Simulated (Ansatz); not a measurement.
```yaml
crystal:
  periodic: [false, false, false]
  atoms:
    - {symbol: O, position_ang: [0.487814, 1.937212, 0.296003]}
    - {symbol: C, position_ang: [0.454474, 0.627588, 0.103785]}
    - {symbol: O, position_ang: [1.676967, 0.273287, -0.111848]}
    - {symbol: N, position_ang: [-0.585877, -0.003999, 0.075831]}
    - {symbol: Zn, position_ang: [-1.262087, -1.652825, -0.169563]}
    - {symbol: H, position_ang: [-0.473148, 2.185161, 0.390698]}
    - {symbol: H, position_ang: [1.719115, -0.653372, -0.243705]}
    - {symbol: H, position_ang: [-1.951151, -2.958299, -0.348698]}
basis:
  gaussian: {orbitals: def2-SVP}
hamiltonian: {xc: {name: HF}}
correlation: {active_space: {window: {electrons: 3, orbitals: 2}}}
```

```sh
$ ansatz run in.yaml --threads 4 --pin off --events-out ev --progress --plain --max-ram 10444MiB
```

Output, abridged:

```
Functional definition: HF
1000 factors; integrals over basis functions are off by at most 1.5e-3 eV
mean field evaluation 1: about -54993.4851 eV, gradient 4.7e1 eV
mean field evaluation 2: about -54993.6315 eV, gradient 4.7e1 eV
mean field evaluation 4: about -54998.1757 eV, gradient 3.9e0 eV
mean field evaluation 8: about -54998.2353 eV, gradient 3.8e-1 eV
mean field -54998.23607331 eV, -2021.1478965508 hartree, gradient 2.0e-6 eV, S^2 0.000000; 0 other end points of the search recorded, 0 dependent functions left out
reference -54998.23607331 eV, -2021.1478965508 hartree; 31, 31 occupied and 71, 71 virtual orbitals, 1000 factors
Error: 3 electrons in 2 orbitals form no window around the highest filled level of the reference
```

What is wrong with this run?

The active space doesn't fit the electrons. The run stopped with an error.
